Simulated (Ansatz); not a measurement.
Start from `[Br][InH2]` and change one element to get `BBr`.

Ansatz, PBE0-D4/def2-TZVP geometries, multiplicity 1. 

Elements past krypton have def2 core potentials. Scalar relativity is left out up to krypton.

```json
{"property": "HOMO energy (B3LYP/def2-TZVPP) / eV", "`[Br][InH2]`": "-7.59"}
{"property": "HOMO energy (PBE/def2-TZVPP) / eV", "`[Br][InH2]`": "-6.61"}
{"property": "HOMO–LUMO gap (PBE/def2-TZVPP) / eV", "`[Br][InH2]`": "3.86"}
{"property": "HOMO–LUMO gap (PBE0/def2-TZVPP) / eV", "`[Br][InH2]`": "5.80"}
{"property": "size of the dipole moment (B3LYP/def2-TZVPP) / D", "`[Br][InH2]`": "2.65"}
{"property": "LUMO energy (ωB97M-V/def2-TZVPP) / eV", "`[Br][InH2]`": "-0.52"}
```

**Question.** What does the change do to each property? (Best estimate.)

**Answer.** Computed: 
```tsv
property	`BBr`	shift
HOMO energy (B3LYP/def2-TZVPP) / eV	-7.98	-0.39
HOMO energy (PBE/def2-TZVPP) / eV	-6.95	-0.34
HOMO–LUMO gap (PBE/def2-TZVPP) / eV	3.96	0.10
HOMO–LUMO gap (PBE0/def2-TZVPP) / eV	6.21	0.41
size of the dipole moment (B3LYP/def2-TZVPP) / D	0.52	-2.13
LUMO energy (ωB97M-V/def2-TZVPP) / eV	-0.01	0.51
```

Dipoles are sizes alone; their direction can turn.

B3LYP here is the variant with VWN-RPA as its local correlation; programs differ in this.

Spin–orbit coupling is left out; it splits and shifts lone-pair levels of the heavy atoms by tenths of an eV.
